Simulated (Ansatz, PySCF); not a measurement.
Reaction (SMILES): [F][Ge][F] + 3 [H][H] (H2) → 2 F (HF) + [GeH4] (GeH4)
Geometries: B3LYP-D3(BJ)/def2-TZVP minima from Ansatz (a quantum-chemistry and plane-wave program).
Geometry of the first species:
SMILES: [F][Ge][F]
```xyz
3

Ge     0.0109    -0.0062     0.4176
F      0.6316     1.1604    -0.7423
F     -0.6702    -1.1385    -0.7424
```
Charge 0, spin multiplicity 1.

Property: energy of full hydrogenation (enthalpy at 298 K, with B3LYP-D3(BJ) rigid-rotor harmonic-oscillator terms from PySCF), in kJ/mol. Valence correlation only, unless marked. Spin-orbit coupling is left out. The frozen core is the preceding noble-gas configuration, with the filled d and f shells of earlier blocks. Non-relativistic. CBS marks a two-point X^-3 extrapolation of the correlation energy; Hartree-Fock from the larger set.

| level | program | energy of full hydrogenation (kJ/mol) |
|---|---|---|
| PBE0-D3(BJ)/def2-TZVPD | Ansatz + dftd3 | 43.6 |
| B2GP-PLYP-D4/def2-TZVPD | Ansatz + dftd4 | 85.2 |
| PBE-QIDH/def2-TZVPD | Ansatz | 47.2 |
| MP2/STO-3G | Ansatz | -5.2 |

Problem. Estimate the value at CCSD(T)/CBS(cc-pVTZ,cc-pVQZ) as computed with Ansatz.

Solution. 73.3 kJ/mol, so MP2/STO-3G differs from it by -78.5 kJ/mol.
